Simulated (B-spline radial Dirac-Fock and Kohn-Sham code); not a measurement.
Radiative decay of the 3p3/2 hole in La³⁺

System: the La³⁺ ion, [Kr] 4d10 5s2 5p6.

Input of the calculation (task.json; shells as n, l, electrons):

```json
{"items": [{
  "Z": 57,
  "q": 3,
  "cfg": [[1, 0, 2], [2, 0, 2], [2, 1, 6], [3, 0, 2], [3, 1, 6], [3, 2, 10], [4, 0, 2], [4, 1, 6], [4, 2, 10], [5, 0, 2], [5, 1, 6]],
  "A": 139,
  "rrms": 4.855,
  "do": ["binding", "quiet", "decay"],
  "holes": ["K", "L1", "L2", "L3", "M1", "M2", "M3", "M4", "M5", "N1", "N2", "N3", "N4", "N5"]
}]}
```

Command: `python xray_run.py task.json out`

Method: independent-particle rates on relativistic LDA orbitals of the hole state (multipoles up to L = 3, Coulomb Auger matrix elements, transition energies from Dirac-Fock). Computed with a radial atomic solver.

```tsv
line	multipole	energy (eV)	width (meV)	share (%)
M3-M4	E1	277.4	0.0644	0.950
M3-M5	E1	294.2	0.706	10.4
M3-N1	E1	845.7	1.11	16.3
M3-N2	E2	906.6	0.00133	0.0197
M3-N4	E1	1025.7	0.506	7.46
M3-N5	E1	1028.7	4.18	61.5
M3-O1	E1	1094.8	0.222	3.27
```

The listed lines hold 100.0 % of the radiative rate. The radiative width is 0.00679 eV in the length form and 0.00653 eV in the velocity form; the two differ because the transition energies are not eigenvalue differences of the potential that gave the orbitals.
